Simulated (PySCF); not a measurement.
Computed Raman spectrum (relative Raman activity) of a molecule CH3Cl2NSi2. The structure is a stationary point at ωB97X-D3(BJ)/def2-SVP. The values are those of a single conformer. Computed with ωB97X-D3(BJ)/def2-SVP run with PySCF. Frequencies are harmonic and unscaled.

Lines under 2 % of the strongest are left out, and lines within 2 cm⁻¹ are merged.

ν (cm⁻¹): 354 (w), 476 (w), 493 (vw), 669 (w), 720 (w), 776 (w), 803 (vw), 961 (w), 1652 (vw), 2279 (vs), 2286 (s), 3099 (vs) (against the strongest line: vs over 80 %, s over 45 %, m over 15 %, w over 4 %, vw less)

Question: Identify the compound among the candidates.
A) Cl[Si]1(Cl)C=N[SiH2]1
B) Cl[Si@H]1C=N[Si@@H]1Cl
C) Cl[Si]1(Cl)N=C[SiH2]1

Answer: A, Cl[Si]1(Cl)C=N[SiH2]1
